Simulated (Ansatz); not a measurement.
`C=[N][SnH3]` + HBr → `[Br][SnH3]` + `C=N` at 500 K and 1 bar (ligand exchange at the Sn–N bond).

Gas-phase electronic energies from Ansatz, PBE0-D4/def2-TZVP geometries. CCSD(T)/CBS is the MP2 limit (def2-TZVPP, def2-QZVPP) plus CCSD(T) − MP2 in def2-TZVPP, frozen cores. This one scheme is used for every species. Elements past krypton have def2 core potentials. For Br, Sn outer-core shells are correlated without core-valence functions, which leaves a few kJ/mol of doubt a bond. Scalar relativity is left out up to krypton.

```csv
species,CCSD(T)/CBS energy (Eh),H − E (kJ/mol),S (J/(mol·K))
`C=[N][SnH3]`,-309.73027,166.8,358.6
HBr,-2573.91920,30.5,213.7
`[Br][SnH3]`,-2789.16986,82.6,323.4
`C=N`,-94.52360,124.2,249.5
```

H − E and S are ideal-gas, rigid-rotor, harmonic terms from PBE0-D4/def2-TZVP. 1 Eh = 2625.50 kJ/mol, R = 8.31446 J/(mol·K).

**Question.** By hand: ΔE, ΔH, ΔS and ΔG.

**Answer.** ΔE = (-2789.16986) + (-94.52360) − (-309.73027) − (-2573.91920) = -0.04399 Eh = -115.5 kJ/mol. Δ(H − E) = 82.6 + 124.2 − 166.8 − 30.5 = 9.5, so ΔH = -106.0 kJ/mol. ΔS = 323.4 + 249.5 − 358.6 − 213.7 = 0.6 J/(mol·K). ΔG = -106.0 − 500 × (0.6)/1000 = -106.3 kJ/mol.

**Question.** By hand: the equilibrium constant, and the temperature at which ΔG would vanish if ΔH and ΔS stayed fixed.

**Answer.** log₁₀ K = −ΔG/(RT ln 10) = 11.1. ΔH and −TΔS have one sign here, so there is no such temperature. One of them is within its doubt of zero, so this could turn.

The number of gas molecules stays the same, so ΔS is small and ΔH decides. A doubt of 5 kJ/mol in ΔE shifts log₁₀ K by 0.5 here. These are equilibria of isolated gas molecules and say nothing of rates. Largest T1 diagnostic: 0.014 (customary marks: 0.02 for closed shells, 0.045 for open ones).
